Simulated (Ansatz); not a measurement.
Geometry optimisation, RKS B3LYP/STO-3G (Ansatz 0.2.0).

Input:

```yaml
crystal:
  periodic: [false, false, false]
  atoms:
    - { symbol: Si, position_ang: [0.0, 0.0, 0.0] }
    - { symbol: Si, position_ang: [0.0, 0.0, 2.22] }
    - { symbol: H, position_ang: [-1.3148, -0.4067, 2.7074] }
    - { symbol: H, position_ang: [1.0096, -0.9353, 2.7074] }
    - { symbol: H, position_ang: [0.3052, 1.342, 2.7074] }
    - { symbol: "N", position_ang: [1.7163, 0.0, -0.6061] }
    - { symbol: H, position_ang: [2.2145, -0.918, -0.7868] }
    - { symbol: H, position_ang: [2.2175, 0.918, -0.7783] }
    - { symbol: F, position_ang: [-0.7489, 1.2974, -0.5295] }
    - { symbol: F, position_ang: [-0.7489, -1.2974, -0.5295] }
basis:
  gaussian: { orbitals: STO-3G }
hamiltonian:
  xc: b3lyp
relax:
  f_tol: 0.02
  max_steps: 40
```

Run as:

```bash
$ ansatz run input.yaml --threads 1 --pin off --max-ram 2048MiB --backend cpu --events-out ev --progress --plain --runs-dir out
```

**Question.** Where does it end, and by what steps?

**Answer.** The run converged. Limits of this set-up: minimal basis. After 15 steps the energy has fallen by 0.486 eV; H7 moved furthest, 0.35 Å.

```csv
step,energy less start (eV),largest force component (eV/Å),accepted
0,0.0000,3.939,yes
1,-0.3478,2.018,yes
2,-0.4213,0.255,yes
3,-0.4263,0.057,yes
4,-0.4272,0.044,yes
5,-0.4277,0.046,yes
6,-0.4278,0.306,yes
7,-0.4278,0.331,yes
8,-0.4292,0.392,yes
9,-0.4378,0.588,yes
10,-0.4609,0.522,yes
11,-0.4735,0.184,yes
12,-0.4782,0.208,yes
13,-0.4831,0.282,yes
14,-0.4854,0.088,yes
15,-0.4862,0.019,yes
```

```xyz
10
Properties=species:S:1:pos:R:3
Si 0.025 -0.077 -0.054
Si 0.047 0.006 2.241
H -1.229 -0.379 2.801
H 1.053 -0.882 2.781
H 0.353 1.340 2.708
N 1.591 0.057 -0.888
H 2.272 -0.666 -0.546
H 2.063 0.973 -0.678
F -0.903 1.121 -0.680
F -0.622 -1.492 -0.573
```

Whether the end is a true minimum wasn't checked by a vibrational analysis.

Time of the run: 43 s on 1 thread of Arm Neoverse V1, on a shared host, peak memory 0.12 GiB.
